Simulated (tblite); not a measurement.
Question: Write Cartesian coordinates for InChI=1S/C4H12FPSi2/c1-7-3-4(2-5)8-6/h3H,2,6-8H2,1H3/b4-3- as optimised with GFN2-xTB.

Answer: 
```xyz
20
C4H12FPSi2 angstrom
C     -3.2383    0.7234   -0.7144
Si    -1.6263    0.7857    0.2819
C     -0.6101   -0.7310   -0.1729
C      0.6683   -0.9572    0.1252
C      1.3740   -2.2035   -0.3245
F      0.5872   -3.0270   -1.0915
Si     1.8010    0.2167    1.0783
P      2.8506    1.4746   -0.4521
H     -3.8197   -0.1610   -0.4696
H     -3.0467    0.7046   -1.7837
H     -3.8592    1.5896   -0.5080
H     -0.8911    2.0198   -0.0440
H     -1.9240    0.7762    1.7219
H     -1.1273   -1.4936   -0.7486
H      1.6980   -2.7958    0.5398
H      2.2509   -1.9497   -0.9335
H      2.8470   -0.5652    1.7541
H      1.0346    0.9583    2.0825
H      3.2914    2.4274    0.4498
H      1.7346    2.2185   -0.7934
```

Orientation and origin are arbitrary. Atoms count from 1 in this order. The C–C distances run from 1.332 Å (C3=C4, drawn double) to 1.501 Å (C4–C5, drawn single), a spread of 0.169 Å. Of the pairs four or more bonds apart, F6···H14 is among the closest relative to their van der Waals radii: 2.33 Å, 87 % of the sum of Bondi's values. P8 (three-coordinate phosphorus) is pyramidal (angles 95.3°, 95.2° and 92.7°, sum 283.2°, 0.83 Å off the plane of its three neighbours). Si2 (SiH2 silicon) is tetrahedral (angles from 107.8° to 110.6°).

Bonds between heavy atoms (Å): C1–Si2 1.896, Si2–C3 1.881, C3=C4 1.332, C4–C5 1.501, C5–F6 1.373, C4–Si7 1.889, Si7–P8 2.242.

The geometry is computed with GFN2-xTB (gas phase).

Point group: C1 (no symmetry element, even within 0.4 Å). Its GFN2-xTB frequencies are all real (lowest 23 cm⁻¹). The numbers are those of one conformer (C1–Si2–C3–C4 168°, C3–C4–C5–F6 2°, C3–C4–Si7–P8 -93°, C4–Si7–P8–H 165° and 72°). 3 starts were optimised and ended at 0.00, 0.14 and 0.50 kcal/mol (GFN2-xTB); the lowest of these is shown.
